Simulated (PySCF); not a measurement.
H7NOSeSi2.
Atom-mapped SMILES: `[NH2:1][Si@H:2]([OH:3])[Se:4][SiH3:5]` (hydrogens: H6, H7 on N1; H8 on Si2; H9 on O3; H10, H11, H12 on Si5)

Geometry (PBE0-D3(BJ)/def2-SVP, Å), atoms numbered from 1 in this order:
```
atom  x, y, z in Å
N1    -2.115   -0.666    1.103
Si2   -0.896   -0.191   -0.009
O3    -1.025   -1.088   -1.398
Se4    1.029   -0.524    1.177
Si5    2.285    0.888   -0.107
H6    -3.087   -0.708    0.817
H7    -2.018   -0.463    2.091
H8    -0.903    1.205   -0.526
H9    -0.963   -2.042   -1.279
H10    1.969    2.318    0.185
H11    2.050    0.624   -1.556
H12    3.710    0.613    0.237
```

Jobs on this species (12 atoms, 84 electrons) with PySCF (density fitting). Hardware of each: an Arm Neoverse V2 with one thread, on a shared host. Other jobs ran on the host; a repeat could differ by tens of per cent or more. Peak memory is the resident size of the whole Python process, interpreter and libraries included.

Question: Rank these jobs by wall time, shortest first.
A. delta-SCF UKS PBE0, pcX-2 on the ionised atom, pcseg-1 elsewhere, spin-free X2C; ΔSCF core ionisation, 6 holes; 168 basis functions
B. PBE0-D3(BJ)/def2-SVP, grid level 1; geometry optimisation from a GFN2-xTB start shaken at random; 131 basis functions
C. delta-SCF UKS SCAN, pcX-1 on the ionised atom, pcseg-1 elsewhere, spin-free X2C; ΔSCF core ionisation, 6 holes; 148 basis functions

Answer: C (27 s), A (54 s), B (2.1 min).

All jobs:

| level and settings | work | basis functions | SCF cycles | wall time | peak memory |
| --- | --- | --- | --- | --- | --- |
| delta-SCF UKS PBE, pcX-2 on the ionised atom, pcseg-1 elsewhere, spin-free X2C | ΔSCF core ionisation, 6 holes | 168 | 92 | 23 s | 0.55 GiB |
| delta-SCF UKS SCAN, pcX-1 on the ionised atom, pcseg-1 elsewhere, spin-free X2C | ΔSCF core ionisation, 6 holes | 148 | 89 | 27 s | 0.45 GiB |
| delta-SCF UKS SCAN, def2-TZVP on the ionised atom, pcseg-1 elsewhere, spin-free X2C | ΔSCF core ionisation, 6 holes | 145 | 89 | 27 s | 0.45 GiB |
| delta-SCF UKS SCAN, pcX-2 on the ionised atom, pcseg-1 elsewhere, non-relativistic | ΔSCF core ionisation, 6 holes | 168 | 90 | 28 s | 0.60 GiB |
| delta-SCF UKS SCAN, pcX-2 on the ionised atom, pcseg-1 elsewhere, spin-free X2C | ΔSCF core ionisation, 6 holes | 168 | 91 | 30 s | 0.55 GiB |
| delta-SCF UKS HF, pcX-2 on the ionised atom, pcseg-1 elsewhere, spin-free X2C | ΔSCF core ionisation, 6 holes | 168 | 79 | 35 s | 0.59 GiB |
| delta-SCF UKS PBE0, pcX-2 on the ionised atom, pcseg-1 elsewhere, spin-free X2C | ΔSCF core ionisation, 6 holes | 168 | 81 | 54 s | 0.70 GiB |
| delta-SCF UKS B3LYP, pcX-2 on the ionised atom, pcseg-1 elsewhere, spin-free X2C | ΔSCF core ionisation, 6 holes | 168 | 83 | 55 s | 0.70 GiB |
| PBE0-D3(BJ)/def2-SVP, grid level 1 | geometry optimisation from a GFN2-xTB start shaken at random | 131 | 124 | 2.1 min | 0.55 GiB |

Q: What do all jobs in the table cost together?

A: About 6.8 min; the longest takes about 31 % of that, and about 5.5 times as long as the shortest.
